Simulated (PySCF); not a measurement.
# Mayer bond orders and bond lengths

C₇H₉OSSi (charge -1).
Atom-mapped SMILES: `[CH2:1]=[C:2]([CH3:3])[O:4][SiH-:5][c:6]1[cH:7][cH:8][cH:9][s:10]1` (hydrogens: H11, H12 on C1; H13, H14, H15 on C3; H16 on Si5; H17 on C7; H18 on C8; H19 on C9)

Cartesian coordinates in Å at the GFN2-xTB level; atoms count from 1:
```
atom  x, y, z in Å
C1    -2.952   -1.151   -0.877
C2    -2.291   -0.150   -0.290
C3    -3.015    1.055    0.269
O4    -0.991   -0.091   -0.128
Si5    0.144   -1.209   -0.778
C6     1.702   -0.485   -0.088
C7     2.096    0.820    0.090
C8     3.484    1.009    0.209
C9     4.191   -0.144    0.074
S10    3.127   -1.495   -0.202
H11   -2.424   -1.992   -1.283
H12   -4.023   -1.127   -0.983
H13   -4.090    0.963    0.137
H14   -2.666    1.958   -0.234
H15   -2.790    1.160    1.331
H16   -0.089   -2.393    0.093
H17    1.376    1.619    0.163
H18    3.950    1.969    0.392
H19    5.252   -0.305    0.112
```

Bond orders from the PBE0/pcSseg-1 density (PySCF). Geometry: GFN2-xTB, one conformer, isolated ion. The pcSseg-1 basis has no diffuse functions, a weakness for an anion.

Q: How far do the computed orders between heavy atoms stray from the drawn ones?

A: The largest departure is 0.368, at C9–S10 (drawn aromatic, 1.132), counting aromatic bonds as 1.5. Drawn single, order below 0.88: O4–Si5 (0.708) and Si5–C6 (0.833). The bonds drawn aromatic range from 1.13 to 1.57. The SMILES, with its formal charges, is one Lewis structure only.

Q: Set the Mayer orders of the bonds beside their lengths.

A: 
```json
{"bond": "C1–C2", "drawn as": "double", "length (Å)": "1.335", "Mayer order": "1.818"}
{"bond": "C2–C3", "drawn as": "single", "length (Å)": "1.514", "Mayer order": "1.047"}
{"bond": "C2–O4", "drawn as": "single", "length (Å)": "1.311", "Mayer order": "1.119"}
{"bond": "O4–Si5", "drawn as": "single", "length (Å)": "1.720", "Mayer order": "0.708"}
{"bond": "Si5–C6", "drawn as": "single", "length (Å)": "1.851", "Mayer order": "0.833"}
{"bond": "C6–C7", "drawn as": "aromatic", "length (Å)": "1.374", "Mayer order": "1.553"}
{"bond": "C7–C8", "drawn as": "aromatic", "length (Å)": "1.406", "Mayer order": "1.268"}
{"bond": "C8–C9", "drawn as": "aromatic", "length (Å)": "1.360", "Mayer order": "1.567"}
{"bond": "C9–S10", "drawn as": "aromatic", "length (Å)": "1.741", "Mayer order": "1.132"}
{"bond": "S10–C6", "drawn as": "aromatic", "length (Å)": "1.750", "Mayer order": "1.136"}
{"bond": "C1–H11", "drawn as": "single", "length (Å)": "1.073", "Mayer order": "0.926"}
{"bond": "C1–H12", "drawn as": "single", "length (Å)": "1.077", "Mayer order": "0.946"}
{"bond": "C3–H13", "drawn as": "single", "length (Å)": "1.088", "Mayer order": "0.968"}
{"bond": "C3–H14", "drawn as": "single", "length (Å)": "1.090", "Mayer order": "0.955"}
{"bond": "C3–H15", "drawn as": "single", "length (Å)": "1.090", "Mayer order": "0.957"}
{"bond": "Si5–H16", "drawn as": "single", "length (Å)": "1.488", "Mayer order": "0.816"}
{"bond": "C7–H17", "drawn as": "single", "length (Å)": "1.079", "Mayer order": "0.981"}
{"bond": "C8–H18", "drawn as": "single", "length (Å)": "1.082", "Mayer order": "0.977"}
{"bond": "C9–H19", "drawn as": "single", "length (Å)": "1.074", "Mayer order": "0.965"}
```

By pair of heavy elements: C–C: lowest C2–C3 (1.047, 1.514 Å), highest C1–C2 (1.818, 1.335 Å). C–S: all 2 within 0.02 of one another (1.132 to 1.136).

Q: Sum the orders of all bonds at each heavy atom with more than one neighbour and set the sums beside the valence in the SMILES.

A: C1 3.690 (drawn 4), C2 3.984 (drawn 4), C3 3.927 (drawn 4), O4 1.827 (drawn 2), Si5 2.357 (drawn 3), C6 3.522 (drawn 4), C7 3.802 (drawn 4), C8 3.812 (drawn 4), C9 3.664 (drawn 4), S10 2.268 (drawn 2). Orders between atoms that aren't bonded are not in these sums.

The Mayer order sums products of elements of PS (density times overlap matrix) between the two atoms' basis functions, so it depends on the basis set.

The run behind these numbers computed NMR shieldings as well. The run took 56 s (with the writing of density and orbital grids) on AMD EPYC 7R43, one thread, no GPU, shared host with 256 logical CPUs at a one-minute load of 41, and the process peaked at 1.0 GiB of memory.
